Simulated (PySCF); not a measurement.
## Si4H8O3

Si4H8O3 is a molecule, neutral, singlet. The structure, one conformer, was relaxed in the gas phase by PBE0-D3(BJ)/def2-SVP. No frequency run checks that it is a minimum.

SMILES: [SiH3][SiH]1O[SiH2]O[SiH2]O1

| atom | x (Å) | y (Å) | z (Å) |
| --- | --- | --- | --- |
| O1 | -1.275 | -0.328 | 0.628 |
| Si2 | -1.912 | 1.149 | 0.208 |
| O3 | -0.636 | 2.191 | -0.019 |
| Si4 | 1.011 | 2.007 | 0.117 |
| O5 | 1.302 | 0.418 | 0.512 |
| Si6 | 0.292 | -0.886 | 0.766 |
| Si7 | 0.682 | -2.501 | -0.882 |
| H8 | -2.674 | 1.021 | -1.061 |
| H9 | -2.773 | 1.648 | 1.311 |
| H10 | 1.651 | 2.319 | -1.186 |
| H11 | 1.522 | 2.887 | 1.200 |
| H12 | 0.498 | -1.393 | 2.153 |
| H13 | -0.249 | -3.658 | -0.702 |
| H14 | 0.457 | -1.901 | -2.234 |
| H15 | 2.091 | -2.997 | -0.799 |

Shieldings: GIAO PBE0/pcSseg-1. Shifts are against computed references at the same level: H TMS (σ 31.27 ppm), Si TMS (σ 352.0 ppm). Core levels by delta-SCF with SCAN, pcX-2 on the ionised atom and pcseg-1 elsewhere, spin-free X2C (2p3/2 is the spin-free 2p value less a third of a first-order spin-orbit splitting); from the vacuum level, for chosen atoms.

(1) Give the shieldings and core levels atom by atom.

(2) Which of Si2, Si6, Si7 holds its core electrons tightest, and by how much against the loosest?

(3) By CAM-B3LYP/def2-SVPD (TDDFT singlets, Tamm-Dancoff triplets, ionisation by delta-SCF), where does absorption start, and what does vertical ionisation take?

## Answers

(1) 
```tsv
atoms	bonded to	σ (ppm)	δ (ppm)	core level (eV)
O1 O5	2 Si	241.8	-	1s 537.94
Si2 Si4	2 O + 2 H	385.1	-33.2	2p3/2 108.19
O3	2 Si	250.1	-	1s 538.08
Si6	2 O + 1 Si + 1 H	358.2	-6.2	2p3/2 107.82
Si7	1 Si + 3 H	461.4	-109.4	2p3/2 106.59
H8	1 Si	26.04	5.23	-
H9	1 Si	26.05	5.22	-
H10	1 Si	26.05	5.21	-
H11	1 Si	26.03	5.23	-
H12	1 Si	25.44	5.83	-
H13 H14 H15	1 Si	27.84	3.43	-
```

Values are those of this one static structure, with the three H of a rotating XH3 group averaged; atoms that internal rotation interchanges would show their mean in an NMR spectrum.

(2) Si2 (bonded to 2 O + 2 H), by 1.60 eV over Si7 (bonded to 1 Si + 3 H).

(3) The lowest singlet lies at 6.59 eV (f 0.010), the strongest of the first 6 at 7.85 eV (f 0.058), the lowest triplet at 5.91 eV; vertical ionisation takes 9.81 eV.

The 3 runs behind this took 4.8 min in all, one thread each of Arm Neoverse V1 on a shared host, launched as `OMP_NUM_THREADS=1 python cluster_run.py task.json out`.
